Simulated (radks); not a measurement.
Results of a calculation; reference values are marked as such.
The oxygen anion O2-, [Ne], held by a Watson sphere: a shell of charge +2 at radius R that stands for the Madelung well of a crystal (potential energy -2/R inside, -2/r outside, in hartree with lengths in bohr). Level of theory: non-relativistic Kohn-Sham, LB94 model potential, spin-polarised, spherical densities, point nucleus (a radial shooting solver on a logarithmic mesh with Libxc functionals). Response by self-consistent Sternheimer equations with the Hartree and adiabatic LDA kernel. The sphere does not respond.

[
 {"R (bohr)": "1.94", "e(1s) (eV)": "-532.31", "e(2s) (eV)": "-27.096", "e(2p) (eV)": "-13.214", "<r> 2p (bohr)": "1.443", "sum of <r^2> (bohr^2)": "20.47", "X-ray form factor at sin(theta)/lambda = 0.2 1/angstrom": "6.191", "alpha (bohr^3)": "11.92"},
 {"R (bohr)": "2.28", "e(1s) (eV)": "-531.63", "e(2s) (eV)": "-25.316", "e(2p) (eV)": "-11.660", "<r> 2p (bohr)": "1.509", "sum of <r^2> (bohr^2)": "22.43", "X-ray form factor at sin(theta)/lambda = 0.2 1/angstrom": "6.054", "alpha (bohr^3)": "16.04"},
 {"R (bohr)": "2.45", "e(1s) (eV)": "-531.23", "e(2s) (eV)": "-24.549", "e(2p) (eV)": "-10.962", "<r> 2p (bohr)": "1.539", "sum of <r^2> (bohr^2)": "23.36", "X-ray form factor at sin(theta)/lambda = 0.2 1/angstrom": "6.004", "alpha (bohr^3)": "18.49"},
 {"R (bohr)": "2.51", "e(1s) (eV)": "-531.09", "e(2s) (eV)": "-24.295", "e(2p) (eV)": "-10.728", "<r> 2p (bohr)": "1.548", "sum of <r^2> (bohr^2)": "23.68", "X-ray form factor at sin(theta)/lambda = 0.2 1/angstrom": "5.988", "alpha (bohr^3)": "19.42"},
 {"R (bohr)": "2.62", "e(1s) (eV)": "-530.83", "e(2s) (eV)": "-23.853", "e(2p) (eV)": "-10.314", "<r> 2p (bohr)": "1.566", "sum of <r^2> (bohr^2)": "24.26", "X-ray form factor at sin(theta)/lambda = 0.2 1/angstrom": "5.963", "alpha (bohr^3)": "21.22"},
 {"R (bohr)": "2.64", "e(1s) (eV)": "-530.78", "e(2s) (eV)": "-23.775", "e(2p) (eV)": "-10.241", "<r> 2p (bohr)": "1.569", "sum of <r^2> (bohr^2)": "24.37", "X-ray form factor at sin(theta)/lambda = 0.2 1/angstrom": "5.959", "alpha (bohr^3)": "21.56"},
 {"R (bohr)": "2.66", "e(1s) (eV)": "-530.73", "e(2s) (eV)": "-23.698", "e(2p) (eV)": "-10.168", "<r> 2p (bohr)": "1.572", "sum of <r^2> (bohr^2)": "24.47", "X-ray form factor at sin(theta)/lambda = 0.2 1/angstrom": "5.955", "alpha (bohr^3)": "21.91"},
 {"R (bohr)": "3.22", "e(1s) (eV)": "-529.44", "e(2s) (eV)": "-21.852", "e(2p) (eV)": "-8.379", "<r> 2p (bohr)": "1.650", "sum of <r^2> (bohr^2)": "27.30", "X-ray form factor at sin(theta)/lambda = 0.2 1/angstrom": "5.874", "alpha (bohr^3)": "33.46"},
 {"R (bohr)": "3.92", "e(1s) (eV)": "-528.06", "e(2s) (eV)": "-20.162", "e(2p) (eV)": "-6.678", "<r> 2p (bohr)": "1.729", "sum of <r^2> (bohr^2)": "30.65", "X-ray form factor at sin(theta)/lambda = 0.2 1/angstrom": "5.835", "alpha (bohr^3)": "54.21"}
]
